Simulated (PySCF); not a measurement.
All of these have the formula C4H5B. The calculation used PySCF 2.14.0, density-fitted response routines, TDDFT B3LYP/def2-SVPD, vertical, gas phase, core orbitals frozen in the response. Geometries: PBE0-D3(BJ)/def2-SVP; one conformer of each isolated species. Triplets are in the Tamm–Dancoff approximation.

A. `BC#CC=C`
B. `B/C=C\C#C`
C. `C#CBC=C`

Lowest singlet levels (six at most, fewer where fewer were computed) with oscillator strengths:

1. 3.83 eV (f 0.000); 4.78 eV (f 0.168); 5.51 eV (f 0.000); 5.67 eV (f 0.108); 6.00 eV (f 0.004); 6.48 eV (f 0.000); T1 3.31 eV
2. 4.02 eV (f 0.000); 4.38 eV (f 0.257); 4.85 eV (f 0.000); 5.30 eV (f 0.002); 6.22 eV (f 0.001); 6.46 eV (f 0.110); T1 2.72 eV
3. 3.32 eV (f 0.000); 4.48 eV (f 0.369); 5.72 eV (f 0.002); 5.97 eV (f 0.000); 6.11 eV (f 0.038); 6.45 eV (f 0.008); T1 2.80 eV

**Question.** Which spectrum belongs to which structure?

**Answer.** 1 = C, 2 = B, 3 = A.
- A: S1 at 3.32 eV, HOMO→LUMO (67%), HOMO-1→LUMO (32%); Löwdin shares by element: HOMO carbon 70% or more, boron 10% (atoms not listed hold the other 20%); LUMO carbon 49% or more, boron 29% (atoms not listed hold the other 22%); HOMO -7.42 and LUMO -2.77 eV.
- B: S1 at 4.02 eV, HOMO-1→LUMO (99%); Löwdin shares by element: HOMO carbon 87%; LUMO carbon 52% or more, boron 28% (atoms not listed hold the other 20%); HOMO -7.40 and LUMO -2.79 eV; point group Cs, 2 of its 6 listed states under f = 0.0005.
- C: S1 at 3.83 eV, HOMO→LUMO (98%); Löwdin shares by element: HOMO carbon 75% or more, boron 9%, hydrogen 6% or more; LUMO carbon 47% or more, boron 30% (atoms not listed hold the other 23%); HOMO -7.71 and LUMO -2.60 eV; point group Cs, 3 of its 6 listed states under f = 0.0005.
